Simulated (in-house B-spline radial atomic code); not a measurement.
Configurations of Cu+, with energies counted from [Ar] 3d10. All numbers are computed (scalar-relativistic (X2C) B97-1, spin-polarised, spherical fractional occupations, exact exchange averaged over the configuration; Fermi nucleus of rms radius 3.8823 fm) with a radial B-spline atomic code at the basis-set limit, not measured. Shells without spins written out take the highest spin.

Occupations are held fixed; configurations that lie above the ionisation limit could autoionise.

```json
{"configuration": "[Ar] 3d9 4s1", "E - E(ref) (eV)": "2.7427", "highest orbital": "4s up", "its <r> (bohr)": "2.464"}
{"configuration": "[Ar] 3d9 4d1", "E - E(ref) (eV)": "14.447", "highest orbital": "4d up", "its <r> (bohr)": "5.505"}
{"configuration": "[Ar] 3d9 4f1", "E - E(ref) (eV)": "16.895", "highest orbital": "4f up", "its <r> (bohr)": "8.773"}
{"configuration": "[Ne] 3s2 3p5 3d10 4d1", "E - E(ref) (eV)": "84.089", "highest orbital": "4d up", "its <r> (bohr)": "5.475"}
```

Question: Order these further configurations by energy, lowest first.
A. [Ne] 3s2 3p5 3d10 4f1
B. [Ne] 3s2 3p5 3d10 4s1
C. [Ar] 3d9 4p1
D. [Ne] 3s2 3p5 3d10 4p1

Answer: C (8.725 eV), B (72.3 eV), D (78.323 eV), A (86.557 eV).
